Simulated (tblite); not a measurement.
C5H7ClF2O.
Structure used (GFN2-xTB), in Å, numbered top down from 1:
```xyz
16
C5H7ClF2O angstrom
C     -2.162   -0.092   -0.390
C     -0.639   -0.146   -0.342
C     -0.111    0.370    0.991
F     -0.455   -0.489    2.005
C      1.427    0.540    1.021
F      1.751    1.650    0.293
C      2.135   -0.698    0.502
O      2.302   -1.698    1.114
Cl     2.689   -0.532   -1.149
H     -2.585   -0.676    0.423
H     -2.513    0.934   -0.302
H     -2.520   -0.500   -1.331
H     -0.213    0.467   -1.138
H     -0.302   -1.176   -0.474
H     -0.558    1.342    1.243
H      1.749    0.714    2.057
```

Computed values, GFN2-xTB/tblite, gas phase, harmonic and unscaled. Against measured fundamentals such values can be off by several per cent, at times by over 20. One conformer, not necessarily the lowest.

Harmonic wavenumbers (cm⁻¹): 37.0, 53.9, 88.6, 121.8, 175.5, 202.6, 230.6, 263.6, 355.1, 424.8, 456.6, 481.3, 550.0, 595.8, 704.3, 810.7, 876.1, 960.0, 1000.4, 1045.7, 1082.2, 1102.6, 1110.9, 1134.2, 1196.4, 1239.4, 1248.0, 1277.9, 1297.2, 1342.6, 1414.7, 1460.8, 1494.7, 1496.8, 1820.7, 2901.0, 2906.9, 2993.1, 2999.7, 3039.9, 3050.1, 3056.1.

A = 1837, B = 921.3, C = 863.6 MHz; mass 156.015 u (most abundant isotopes); point group C1, symmetry number 1.

Zero-point energy?

Half the sum of the wavenumbers: 25050 cm⁻¹ = 299.67 kJ/mol.

Give the ideal-gas entropy at 350 K and 1 bar in the rigid-rotor, harmonic-oscillator model (classical rotation).

Translation 175.17, rotation 126.58, vibration 149.23: S = 451.0 J/(mol K).

And Cp and H(350 K) − H(0)?

Cp = 170.04 J/(mol K), of which vibrations give 136.78 (their classical limit is 42 R = 349.2); H(350 K) − H(0) = 37.51 kJ/mol without the zero-point energy, 25.87 from vibrations.

Which modes carry the vibrational entropy at 350 K?

37.0 cm⁻¹: 23.98; 53.9 cm⁻¹: 20.86; 88.6 cm⁻¹: 16.76; 121.8 cm⁻¹: 14.15; 175.5 cm⁻¹: 11.21; 202.6 cm⁻¹: 10.07 J/(mol K); the other 36 give 52.20 together.

Blend soft modes into free rotors: weight 1/[1 + (100 cm⁻¹/ν̃)⁴] for the oscillator and the rest for a rotor with moment μB/(μ + B), μ = h/(8π²ν), B = 10⁻⁴⁴ kg m². What vibrational entropy results?

133.83 J/(mol K) in place of 149.23, which changes −T·S at 350 K by +5.39 kJ/mol.

What must be added to the electronic energy to get the Gibbs energy at 350 K and 1 bar?

ZPE + [H(350 K) − H(0)] − T·S = 299.67 + 37.51 − 157.84 = 179.34 kJ/mol.

How do the functions run with temperature in this model?

| T (K) | S (J/(mol K)) | Cp (J/(mol K)) | H − H(0) (kJ/mol) | G − H(0) (kJ/mol) | ln q(vib) |
| --- | --- | --- | --- | --- | --- |
| 50 | 254.9 | 58.9 | 2.23 | -10.51 | 0.78 |
| 100 | 303.1 | 82.0 | 5.78 | -24.54 | 2.23 |
| 298.15 | 425.2 | 152.4 | 29.14 | -97.62 | 7.73 |
| 373.15 | 462.1 | 177.7 | 41.53 | -130.91 | 9.65 |
| 500 | 519.5 | 215.0 | 66.52 | -193.23 | 12.76 |
| 750 | 617.3 | 266.5 | 127.23 | -335.71 | 18.49 |
| 1000 | 698.7 | 299.0 | 198.19 | -500.50 | 23.70 |

q(vib) and H(0) count from the zero-point level.

Hindered rotation and anharmonicity are outside this model. Other conformers, if any are populated, would add a mixing term that is left out. The structure is chiral; the term R ln 2 for an equal mix with its mirror image is left out.
